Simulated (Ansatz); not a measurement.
Cu₃Ag₄⁺. The state is a singlet with charge 1. Geometry r2SCAN-D4/def2-SVP.

| atom | x (Å) | y (Å) | z (Å) |
| --- | --- | --- | --- |
| Ag1 | -0.239 | -1.906 | 1.642 |
| Ag2 | 1.030 | 2.307 | 0.527 |
| Ag3 | -0.047 | 1.656 | -1.909 |
| Ag4 | 1.589 | 0.100 | 2.030 |
| Cu5 | 0.035 | 0.035 | 0.036 |
| Cu6 | -0.617 | -2.056 | -0.834 |
| Cu7 | -1.752 | -0.137 | -1.491 |

In the def2 sets Ag takes a core potential, while STO-3G treats all electrons; there is no spin–orbit coupling. LC-ωPBE has ω = 0.4 bohr⁻¹. The restricted singlet is unstable towards broken spin symmetry in Hartree–Fock (as tested in another run); at HF/STO-3G, PBE-D4/def2-SVP, PBE0-D4/def2-SVP, PBE0-D4/def2-TZVP and others this wasn't settled. No other spin state of charge 1 was run. Another isomer (singlet) lies 0.19 eV lower at PBE0-D4/def2-TZVP; other spin states weren't run for this one.

Task: Estimate the orbital energies around the gap (eV) in Ansatz with HF/STO-3G, PBE-D4/def2-SVP, PBE0-D4/def2-SVP, PBE0-D4/def2-TZVP, LC-ωPBE/def2-TZVP.

Result: 
| orbital | HF/STO-3G | PBE-D4/def2-SVP | PBE0-D4/def2-SVP | PBE0-D4/def2-TZVP | LC-ωPBE/def2-TZVP |
| --- | --- | --- | --- | --- | --- |
| HOMO−13 | -11.64 | -10.33 | -11.93 | -12.09 | -14.54 |
| HOMO−12 | -11.52 | -10.13 | -11.85 | -12.00 | -14.45 |
| HOMO−11 | -11.40 | -10.04 | -11.73 | -11.90 | -14.35 |
| HOMO−10 | -11.20 | -9.91 | -11.68 | -11.85 | -14.26 |
| HOMO−9 | -11.15 | -9.76 | -11.48 | -11.68 | -14.08 |
| HOMO−8 | -11.06 | -9.73 | -11.33 | -11.51 | -13.91 |
| HOMO−7 | -10.96 | -9.54 | -11.28 | -11.50 | -13.91 |
| HOMO−6 | -10.79 | -9.47 | -11.25 | -11.48 | -13.87 |
| HOMO−5 | -10.74 | -9.43 | -11.17 | -11.39 | -13.79 |
| HOMO−4 | -10.51 | -9.42 | -11.14 | -11.37 | -13.79 |
| HOMO−3 | -9.50 | -9.30 | -11.03 | -11.22 | -13.56 |
| HOMO−2 | -8.95 | -9.24 | -10.80 | -11.02 | -13.34 |
| HOMO−1 | -8.31 | -9.21 | -9.70 | -9.83 | -11.45 |
| HOMO | -7.23 | -8.99 | -9.69 | -9.81 | -11.39 |
| LUMO | -2.52 | -7.00 | -6.16 | -6.25 | -4.40 |
| LUMO+1 | -1.36 | -6.96 | -6.10 | -6.21 | -4.37 |
| LUMO+2 | -1.06 | -6.46 | -5.61 | -5.70 | -3.77 |
| LUMO+3 | -0.22 | -6.35 | -5.44 | -5.55 | -3.56 |
| LUMO+4 | -0.10 | -4.60 | -3.77 | -3.92 | -2.03 |
| LUMO+5 | 0.12 | -4.58 | -3.75 | -3.87 | -1.98 |
